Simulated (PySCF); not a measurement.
Compound: C6H3F3.
Numbering: `[CH:1]#[C:2][C@@H:3]1[CH:4]=[C:5]1[C:6]([F:7])([F:8])[F:9]` (hydrogens: H10 on C1; H11 on C3; H12 on C4)

Computed geometry: GFN2-xTB, gas phase.

Task: What internal coordinates does the optimisation give?

Result: 
```tsv
bond	length (Å)	order
C1≡C2	1.198	triple
C2–C3	1.432	single
C3–C4	1.511	single
C4=C5	1.301	double
C5–C6	1.470	single
C6–F7, C6–F8, C6–F9	1.344	single
C3–C5	1.513	single
C1–H10	1.049	single
C3–H11	1.087	single
C4–H12	1.062	single
```

Bonds in one row agree within 0.01 Å and their mean is given. Orders are formal, as drawn. A selection of angles:
```tsv
angle	degrees
C1–C2–C3	179.5
C2–C3–C4	120.1
C2–C3–C5	119.6
C4–C3–C5	51.0
C3–C4–C5	64.6
C4–C5–C6	150.4
C3–C5–C4	64.4
C3–C5–C6	145.2
C5–C6–F7	112.4
F7–C6–F8	106.6
```

Torsions: C2–C3–C4–C5 -105° (anticlinal); C3–C4–C5–C6 179° (antiperiplanar); C4–C5–C6–F7 -114° (anticlinal); C2–C3–C5–C4 106° (anticlinal).

The 3-membered ring C3–C4–C5 has internal angles of 51.0° to 64.6°. The 6 C–C bonds span 1.198 Å (C1≡C2, drawn triple) to 1.513 Å (C3–C5, drawn single), a spread of 0.315 Å. All 3 C–F bonds measure 1.343 to 1.344 Å.

Point group: C1 (no symmetry element, even within 0.4 Å). No GFN2-xTB frequencies stand behind this structure, so it isn't proved a minimum.
